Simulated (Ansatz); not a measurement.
Calculation: PBE-D3(BJ)/def2-TZVP in Ansatz (a quantum-chemistry and plane-wave program). No frequencies were computed at this level.

Ansatz 0.2 input:
```yaml
crystal:
  periodic: [false, false, false]
  atoms:
    - { symbol: N, position_ang: [1.832136, 0.018103, 0.000711] }
    - { symbol: C, position_ang: [0.654834, 0.005908, 0.00075] }
    - { symbol: C, position_ang: [-0.660599, -0.006346, -0.000411] }
    - { symbol: O, position_ang: [-1.826371, -0.017665, -0.00105] }
basis:
  gaussian: { orbitals: def2-tzvp }
hamiltonian:
  xc: pbe
  dispersion: d3bj
relax:
  max_steps: 150
magnetization:
  spin_polarized: true
  initial_magnetization: 1
```

Output:

```
[...]
666 factors; their error is unknown
mean field evaluation 1: about -5598.3614 eV, gradient 3.7e1 eV
mean field evaluation 2: about -5575.9528 eV, gradient 7.2e1 eV
mean field evaluation 4: about -5603.4859 eV, gradient 1.1e1 eV
mean field evaluation 8: about -5603.9297 eV, gradient 8.5e-2 eV
mean field evaluation 16: about -5603.9241 eV, gradient 1.9e-4 eV
mean field evaluation 32: about -5603.9250 eV, gradient 4.7e-3 eV
mean field evaluation 64: about -5603.9241 eV, gradient 1.6e-3 eV
mean field evaluation 96: about -5603.9241 eV, gradient 8.0e-7 eV
mean field evaluation 128: about -5603.9205 eV, gradient 1.0e0 eV
mean field -5603.92410900 eV, -205.9404125294 hartree, gradient 2.4e-9 eV, S^2 0.754047; 3 other end points of the search recorded, 0 dependent functions left out
reference -5603.92413498 eV, -205.9404134843 hartree; 14, 13 occupied and 110, 111 virtual orbitals, 666 factors
relax step   1: F+E_penalty+E_count = -5603.98138805 eV  Δ(F+E_penalty+E_count) = +0.000e0 eV  max|allowed force component| = 2.136e0 eV/Å  Δτ_max = 0.0000 Å  (1006 SCF iters, accepted)
these checks for a lower state are left out or cut short: starts, cluster_reference, orbital_swaps, neighbouring_geometries, increment
666 factors; their error is unknown
mean field evaluation 160: about -5603.9643 eV, gradient 1.2e-2 eV
mean field -5603.95882547 eV, -205.9416883363 hartree, gradient 2.9e-10 eV, S^2 0.754390; 0 other end points of the search recorded, 0 dependent functions left out
reference -5603.95885152 eV, -205.9416892938 hartree; 14, 13 occupied and 110, 111 virtual orbitals, 666 factors
relax step   2: F+E_penalty+E_count = -5604.01584222 eV  Δ(F+E_penalty+E_count) = -3.445e-2 eV  max|allowed force component| = 2.668e-1 eV/Å  Δτ_max = 0.0211 Å  (186 SCF iters, accepted)
these checks for a lower state are left out or cut short: starts, cluster_reference, orbital_swaps, neighbouring_geometries, increment
666 factors; their error is unknown
mean field evaluation 192: about -5603.9594 eV, gradient 5.3e-5 eV
mean field -5603.95939659 eV, -205.9417093247 hartree, gradient 9.1e-11 eV, S^2 0.754442; 0 other end points of the search recorded, 0 dependent functions left out
reference -5603.95942264 eV, -205.9417102819 hartree; 14, 13 occupied and 110, 111 virtual orbitals, 666 factors
relax step   3: F+E_penalty+E_count = -5604.01638187 eV  Δ(F+E_penalty+E_count) = -5.396e-4 eV  max|allowed force component| = 3.126e-2 eV/Å  Δτ_max = 0.0027 Å  (251 SCF iters, accepted)
these checks for a lower state are left out or cut short: starts, cluster_reference, orbital_swaps, neighbouring_geometries, increment
666 factors; their error is unknown
mean field evaluation 224: about -5603.9594 eV, gradient 2.3e-5 eV
mean field -5603.95939971 eV, -205.9417094391 hartree, gradient 2.9e-9 eV, S^2 0.754443; 0 other end points of the search recorded, 0 dependent functions left out
reference -5603.95942554 eV, -205.9417103885 hartree; 14, 13 occupied and 110, 111 virtual orbitals, 666 factors
relax step   4: F+E_penalty+E_count = -5604.01638748 eV  Δ(F+E_penalty+E_count) = -5.614e-6 eV  max|allowed force component| = 1.668e-2 eV/Å  Δτ_max = 0.0010 Å  (337 SCF iters, accepted)
these checks for a lower state are left out or cut short: starts, cluster_reference, orbital_swaps, neighbouring_geometries, increment
666 factors; their error is unknown
mean field evaluation 256: about -5603.9594 eV, gradient 1.4e-5 eV
mean field evaluation 288: about -5603.9594 eV, gradient 9.8e-9 eV
mean field -5603.95940469 eV, -205.9417096223 hartree, gradient 2.4e-10 eV, S^2 0.754446; 0 other end points of the search recorded, 0 dependent functions left out
reference -5603.95943049 eV, -205.9417105705 hartree; 14, 13 occupied and 110, 111 virtual orbitals, 666 factors
relax step   5: F+E_penalty+E_count = -5604.01639134 eV  Δ(F+E_penalty+E_count) = -3.861e-6 eV  max|allowed force component| = 9.663e-3 eV/Å  Δτ_max = 0.0004 Å  (238 SCF iters, accepted)
these checks for a lower state are left out or cut short: starts, cluster_reference, orbital_swaps, neighbouring_geometries, increment
666 factors; their error is unknown
mean field evaluation 320: about -5603.9603 eV, gradient 4.9e-3 eV
mean field -5603.95941908 eV, -205.9417101511 hartree, gradient 1.7e-10 eV, S^2 0.754451; 0 other end points of the search recorded, 0 dependent functions left out
reference -5603.95944545 eV, -205.9417111200 hartree; 14, 13 occupied and 110, 111 virtual orbitals, 666 factors
relax step   6: F+E_penalty+E_count = -5604.01640466 eV  Δ(F+E_penalty+E_count) = -1.331e-5 eV  max|allowed force component| = 3.924e-2 eV/Å  Δτ_max = 0.0018 Å  (193 SCF iters, accepted)
these checks for a lower state are left out or cut short: starts, cluster_reference, orbital_swaps, neighbouring_geometries, increment
666 factors; their error is unknown
mean field evaluation 352: about -5603.9595 eV, gradient 1.5e-10 eV
mean field -5603.95946475 eV, -205.9417118295 hartree, gradient 1.5e-10 eV, S^2 0.754450; 0 other end points of the search recorded, 0 dependent functions left out
reference -5603.95949055 eV, -205.9417127776 hartree; 14, 13 occupied and 110, 111 virtual orbitals, 666 factors
relax step   7: F+E_penalty+E_count = -5604.01645444 eV  Δ(F+E_penalty+E_count) = -4.978e-5 eV  max|allowed force component| = 5.895e-2 eV/Å  Δτ_max = 0.0018 Å  (175 SCF iters, accepted)
these checks for a lower state are left out or cut short: starts, cluster_reference, orbital_swaps, neighbouring_geometries, increment
666 factors; their error is unknown
mean field -5603.95963181 eV, -205.9417179686 hartree, gradient 4.3e-10 eV, S^2 0.754467; 0 other end points of the search recorded, 0 dependent functions left out
reference -5603.95965814 eV, -205.9417189364 hartree; 14, 13 occupied and 110, 111 virtual orbitals, 666 factors
relax step   8: F+E_penalty+E_count = -5604.01661818 eV  Δ(F+E_penalty+E_count) = -1.637e-4 eV  max|allowed force component| = 1.499e-1 eV/Å  Δτ_max = 0.0064 Å  (167 SCF iters, accepted)
these checks for a lower state are left out or cut short: starts, cluster_reference, orbital_swaps, neighbouring_geometries, increment
666 factors; their error is unknown
mean field evaluation 384: about -5603.9603 eV, gradient 1.3e-3 eV
mean field -5603.96025909 eV, -205.9417410208 hartree, gradient 1.9e-9 eV, S^2 0.754466; 0 other end points of the search recorded, 0 dependent functions left out
reference -5603.96028492 eV, -205.9417419700 hartree; 14, 13 occupied and 110, 111 virtual orbitals, 666 factors
relax step   9: F+E_penalty+E_count = -5604.01725179 eV  Δ(F+E_penalty+E_count) = -6.336e-4 eV  max|allowed force component| = 1.669e-1 eV/Å  Δτ_max = 0.0061 Å  (139 SCF iters, accepted)
these checks for a lower state are left out or cut short: starts, cluster_reference, orbital_swaps, neighbouring_geometries, increment
666 factors; their error is unknown
mean field evaluation 416: about -5603.9619 eV, gradient 3.1e-6 eV
mean field -5603.96185691 eV, -205.9417997395 hartree, gradient 1.4e-8 eV, S^2 0.754538; 0 other end points of the search recorded, 0 dependent functions left out
reference -5603.96188322 eV, -205.9418007067 hartree; 14, 13 occupied and 110, 111 virtual orbitals, 666 factors
relax step  10: F+E_penalty+E_count = -5604.01884979 eV  Δ(F+E_penalty+E_count) = -1.598e-3 eV  max|allowed force component| = 5.356e-1 eV/Å  Δτ_max = 0.0219 Å  (114 SCF iters, accepted)
these checks for a lower state are left out or cut short: starts, cluster_reference, orbital_swaps, neighbouring_geometries, increment
666 factors; their error is unknown
mean field -5603.79101961 eV, -205.9355215848 hartree, gradient 1.8e-5 eV, S^2 0.755354; 0 other end points of the search recorded, 0 dependent functions left out
reference -5603.79104576 eV, -205.9355225458 hartree; 14, 13 occupied and 110, 111 virtual orbitals, 666 factors
relax step  11: F+E_penalty+E_count = -5603.84798832 eV  Δ(F+E_penalty+E_count) = +1.709e-1 eV  max|allowed force component| = 6.003e0 eV/Å  Δτ_max = 0.1986 Å  (47 SCF iters, rejected (line search))
these checks for a lower state are left out or cut short: starts, cluster_reference, orbital_swaps, neighbouring_geometries, increment
666 factors; their error is unknown
mean field -5603.97831805 eV, -205.9424046753 hartree, gradient 2.7e-6 eV, S^2 0.754787; 0 other end points of the search recorded, 0 dependent functions left out
reference -5603.97834410 eV, -205.9424056328 hartree; 14, 13 occupied and 110, 111 virtual orbitals, 666 factors
relax step  12: F+E_penalty+E_count = -5604.03530154 eV  Δ(F+E_penalty+E_count) = -1.645e-2 eV  max|allowed force component| = 1.784e0 eV/Å  Δτ_max = 0.0722 Å  (58 SCF iters, accepted)
these checks for a lower state are left out or cut short: starts, cluster_reference, orbital_swaps, neighbouring_geometries, increment
666 factors; their error is unknown
mean field evaluation 448: about -5604.0391 eV, gradient 2.4e-4 eV
mean field -5604.03911016 eV, -205.9446387443 hartree, gradient 3.2e-5 eV, S^2 0.754609; 0 other end points of the search recorded, 0 dependent functions left out
reference -5604.03913627 eV, -205.9446397036 hartree; 14, 13 occupied and 110, 111 virtual orbitals, 666 factors
relax step  13: F+E_penalty+E_count = -5604.09624211 eV  Δ(F+E_penalty+E_count) = -6.094e-2 eV  max|allowed force component| = 2.555e0 eV/Å  Δτ_max = 0.1000 Å  (46 SCF iters, accepted)
these checks for a lower state are left out or cut short: starts, cluster_reference, orbital_swaps, neighbouring_geometries, increment
666 factors; their error is unknown
mean field -5604.04485192 eV, -205.9448497501 hartree, gradient 1.8e-5 eV, S^2 0.753645; 0 other end points of the search recorded, 0 dependent functions left out
reference -5604.04487827 eV, -205.9448507182 hartree; 14, 13 occupied and 110, 111 virtual orbitals, 666 factors
relax step  14: F+E_penalty+E_count = -5604.10208135 eV  Δ(F+E_penalty+E_count) = -5.839e-3 eV  max|allowed force component| = 2.652e0 eV/Å  Δτ_max = 0.1079 Å  (44 SCF iters, accepted)
these checks for a lower state are left out or cut short: starts, cluster_reference, orbital_swaps, neighbouring_geometries, increment
666 factors; their error is unknown
mean field -5604.10399164 eV, -205.9470230946 hartree, gradient 1.3e-5 eV, S^2 0.753643; 0 other end points of the search recorded, 0 dependent functions left out
reference -5604.10401811 eV, -205.9470240673 hartree; 14, 13 occupied and 110, 111 virtual orbitals, 666 factors
relax step  15: F+E_penalty+E_count = -5604.16126638 eV  Δ(F+E_penalty+E_count) = -5.919e-2 eV  max|allowed force component| = 5.934e-1 eV/Å  Δτ_max = 0.0245 Å  (38 SCF iters, accepted)
these checks for a lower state are left out or cut short: starts, cluster_reference, orbital_swaps, neighbouring_geometries, increment
666 factors; their error is unknown
mean field -5604.10575144 eV, -205.9470877662 hartree, gradient 1.6e-5 eV, S^2 0.753563; 0 other end points of the search recorded, 0 dependent functions left out
reference -5604.10577787 eV, -205.9470887374 hartree; 14, 13 occupied and 110, 111 virtual orbitals, 666 factors
relax step  16: F+E_penalty+E_count = -5604.16319165 eV  Δ(F+E_penalty+E_count) = -1.925e-3 eV  max|allowed force component| = 1.529e-1 eV/Å  Δτ_max = 0.0119 Å  (38 SCF iters, accepted)
these checks for a lower state are left out or cut short: starts, cluster_reference, orbital_swaps, neighbouring_geometries, increment
666 factors; their error is unknown
mean field evaluation 480: about -5604.1065 eV, gradient 8.3e-5 eV
mean field -5604.10649043 eV, -205.9471149235 hartree, gradient 1.6e-5 eV, S^2 0.753562; 0 other end points of the search recorded, 0 dependent functions left out
reference -5604.10651687 eV, -205.9471158952 hartree; 14, 13 occupied and 110, 111 virtual orbitals, 666 factors
relax step  17: F+E_penalty+E_count = -5604.16386280 eV  Δ(F+E_penalty+E_count) = -6.711e-4 eV  max|allowed force component| = 7.084e-2 eV/Å  Δτ_max = 0.0043 Å  (39 SCF iters, accepted)
these checks for a lower state are left out or cut short: starts, cluster_reference, orbital_swaps, neighbouring_geometries, increment
666 factors; their error is unknown
mean field -5604.10653257 eV, -205.9471164720 hartree, gradient 1.6e-5 eV, S^2 0.753560; 0 other end points of the search recorded, 0 dependent functions left out
reference -5604.10655901 eV, -205.9471174439 hartree; 14, 13 occupied and 110, 111 virtual orbitals, 666 factors
relax step  18: F+E_penalty+E_count = -5604.16391188 eV  Δ(F+E_penalty+E_count) = -4.908e-5 eV  max|allowed force component| = 1.918e-3 eV/Å  Δτ_max = 0.0029 Å  (38 SCF iters, accepted)
666 factors; their error is unknown
mean field evaluation 512: about -5604.1065 eV, gradient 4.3e-3 eV
mean field -5604.10653257 eV, -205.9471164720 hartree, gradient 1.6e-5 eV, S^2 0.753560; 2 other end points of the search recorded, 0 dependent functions left out
reference -5604.10655901 eV, -205.9471174439 hartree; 14, 13 occupied and 110, 111 virtual orbitals, 666 factors
Total energy: -5604.16393833 eV, -205.9492260947 hartree
Atom 0 at     1.829511    -0.035611    -0.000136 Å, force    -0.000081     0.000117    -0.000369 eV/Å
Atom 1 at     0.651263    -0.060691    -0.001397 Å, force    -0.000100     0.000070     0.000546 eV/Å
Atom 2 at    -0.701652     0.293237     0.006536 Å, force    -0.001737    -0.001362    -0.000016 eV/Å
Atom 3 at    -1.779122    -0.196935    -0.005002 Å, force     0.001918     0.001175    -0.000161 eV/Å
Dipole moment:    -0.236694     0.040414     0.000759 e Å
```

Cost: very roughly 5 core-minutes.
